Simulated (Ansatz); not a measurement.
The inner images of a band of C$_{2}$H$_{7}$NTe (11 atoms, charge 0, multiplicity 1) are given out of order.

Theory: RKS B3LYP-D4/def2-SVP (Ansatz 0.2.0).

Image 0:

```xyz
11
Properties=species:S:1:pos:R:3
C -0.974 1.004 0.010
C -0.045 -0.164 0.294
N 1.306 0.242 0.420
Te -0.453 -1.734 -1.342
H -0.730 1.488 -0.951
H -0.857 1.760 0.804
H -2.025 0.683 -0.024
H -0.357 -0.705 1.197
H 1.658 0.700 -0.421
H 1.934 -0.525 0.651
H 0.609 -2.806 -0.617
```

Image 8:

```xyz
11
Properties=species:S:1:pos:R:3
C -0.971 0.661 0.300
C 0.249 -0.218 0.093
N 1.411 0.578 -0.224
Te -0.005 -1.588 -1.651
H -1.148 1.297 -0.581
H -0.813 1.320 1.175
H -1.874 0.063 0.488
H 0.373 -0.905 0.951
H 2.274 0.047 -0.127
H 1.470 1.398 0.382
H -0.900 -2.710 -0.785
```

Problem. Put them in order from the first end to the last, with their energies above the first end.
A.
```xyz
11
Properties=species:S:1:pos:R:3
C -1.009 0.989 0.079
C -0.017 -0.151 0.266
N 1.335 0.290 0.325
Te -0.477 -1.667 -1.390
H -0.859 1.514 -0.879
H -0.857 1.724 0.887
H -2.047 0.627 0.119
H -0.257 -0.712 1.179
H 1.725 0.506 -0.592
H 1.948 -0.384 0.776
H 0.582 -2.793 -0.751
```
B.
```xyz
11
Properties=species:S:1:pos:R:3
C -1.024 0.925 0.315
C 0.018 -0.176 0.155
N 1.355 0.376 -0.027
Te -0.580 -1.448 -1.564
H -1.062 1.565 -0.582
H -0.733 1.575 1.158
H -2.028 0.521 0.518
H -0.048 -0.870 1.012
H 1.885 -0.118 -0.740
H 1.887 0.307 0.841
H 0.396 -2.713 -1.067
```
C.
```xyz
11
Properties=species:S:1:pos:R:3
C -0.939 0.816 0.482
C 0.099 -0.210 0.050
N 1.356 0.440 -0.237
Te -0.588 -1.277 -1.786
H -1.098 1.571 -0.304
H -0.582 1.350 1.382
H -1.902 0.346 0.725
H 0.143 -1.031 0.791
H 2.074 -0.230 -0.507
H 1.693 0.946 0.587
H -0.191 -2.778 -1.163
```
D.
```xyz
11
Properties=species:S:1:pos:R:3
C -0.980 0.888 0.407
C 0.035 -0.207 0.106
N 1.337 0.369 -0.173
Te -0.660 -1.376 -1.646
H -1.081 1.576 -0.447
H -0.632 1.489 1.266
H -1.968 0.474 0.660
H 0.019 -0.961 0.916
H 1.978 -0.322 -0.557
H 1.754 0.714 0.696
H 0.264 -2.701 -1.206
```
E.
```xyz
11
Properties=species:S:1:pos:R:3
C -1.036 0.949 0.233
C 0.010 -0.162 0.190
N 1.360 0.355 0.094
Te -0.534 -1.522 -1.503
H -1.017 1.553 -0.689
H -0.791 1.628 1.067
H -2.052 0.553 0.387
H -0.108 -0.805 1.077
H 1.838 0.081 -0.761
H 1.932 0.061 0.881
H 0.464 -2.748 -0.956
```
F.
```xyz
11
Properties=species:S:1:pos:R:3
C -1.031 0.970 0.153
C 0.000 -0.152 0.228
N 1.353 0.329 0.213
Te -0.502 -1.596 -1.444
H -0.954 1.535 -0.789
H -0.833 1.676 0.976
H -2.058 0.587 0.255
H -0.174 -0.747 1.136
H 1.784 0.296 -0.708
H 1.953 -0.177 0.858
H 0.528 -2.777 -0.859
```
G.
```xyz
11
Properties=species:S:1:pos:R:3
C -0.906 0.724 0.540
C 0.171 -0.216 0.022
N 1.376 0.518 -0.285
Te -0.448 -1.218 -1.875
H -1.119 1.519 -0.190
H -0.559 1.208 1.473
H -1.840 0.190 0.764
H 0.295 -1.067 0.719
H 2.144 -0.105 -0.528
H 1.665 1.087 0.514
H -0.711 -2.696 -1.134
```

Solution. A (+3.7 kJ/mol), F (+13.6 kJ/mol), E (+23.6 kJ/mol), B (+27.5 kJ/mol), D (+22.7 kJ/mol), C (+20.4 kJ/mol), G (+17.4 kJ/mol).

Run time: 3.6 min on 2 threads of Intel(R) Xeon(R) 6975P-C (Granite Rapids) (shared host), peak memory 0.27 GiB.
